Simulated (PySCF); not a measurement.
## Computed vibrations of [HoCl2]+

[HoCl2]+ (singlet in the valence; each metal's 4f electrons, 10 of them, lie in its core potential, out of spins and levels). PySCF 2.14.0, RKS PBE0, Ho lcecp-1-SVP with ECP56, Cl def2-SVP; non-relativistic Hamiltonian with scalar-relativistic core potentials where named; density fitting; no spin-orbit coupling. Central differences of gradients.

```xyz
3

Ho    0.0000    0.0000   -0.3981
Cl    1.9459    0.0000    0.9389
Cl   -1.9459    0.0000    0.9389
```

Run from Python with OMP_NUM_THREADS=2. Where DIIS fails, smearing, a level shift and second-order steps follow.
It took 12 s on 2 threads of Arm Neoverse V2, with other jobs on the host.

**Question.** What are the harmonic wavenumbers and infrared intensities?

**Answer.** Modes are labelled in C2v; negative numbers are unstable modes, those under 60 cm⁻¹ near the noise; a finer grid moves soft modes by up to 10 cm⁻¹.
| cm⁻¹ | km/mol | symmetry |
| --- | --- | --- |
| 85 | 5.2 | a1 |
| 397 | 21.1 | a1 |
| 401 | 91.3 | b2 |

**Question.** Is this a minimum?

**Answer.** Yes. Ideal gas at 298.15 K and 1 bar: S = 323.2 J/(mol K), Cp = 53.8 J/(mol K), H − H(0 K) = 13.6 kJ/mol (rigid rotor, harmonic modes, spin degeneracy alone, that of the 4f electrons in the core included).

An lcecp potential fixes the number of 4f electrons, so in runs with it no electron can move into or out of that shell.
